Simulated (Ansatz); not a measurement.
Program: Ansatz. Geometries: PBE0-D4/def2-TZVP. ΔE: electronic, gas phase. CCSD(T)/CBS is the MP2 limit (def2-TZVPP, def2-QZVPP) plus CCSD(T) − MP2 in def2-TZVPP, frozen cores. This one scheme is used for every species. Functionals use def2-TZVPP. One conformer a species, not always the lowest.

Consider the silylene loss: `N[SiH]([SiH3])CCl` → `N[SiH2]CCl` + `[SiH2]`.

```json
{"species": "`N[SiH]([SiH3])CCl`", "B2PLYP energy (Eh)": "-1136.49818"}
{"species": "`N[SiH2]CCl`", "B2PLYP energy (Eh)": "-845.92135"}
{"species": "`[SiH2]`", "B2PLYP energy (Eh)": "-290.49172"}
```

Task: Work out ΔE.

Result: ΔE = (-845.92135) + (-290.49172) − (-1136.49818) = 0.08511 Eh = +223.5 kJ/mol. CCSD(T)/CBS gives +231.7 kJ/mol.

Largest T1 diagnostic among the species: 0.014.

In def2-TZVPP, CCSD(T) changes the Hartree–Fock value by +24.0 kJ/mol (the triples alone add +6.0 kJ/mol) and MP2 by +39.0 kJ/mol. The D4 term adds +16.0 kJ/mol with B3LYP and +9.0 kJ/mol with PBE0; it sums over pairs of atoms, weighted by their polarisabilities, and B3LYP, whose exchange is more repulsive, gets the larger term.

B3LYP here is the variant with VWN-RPA as its local correlation; programs differ in this.
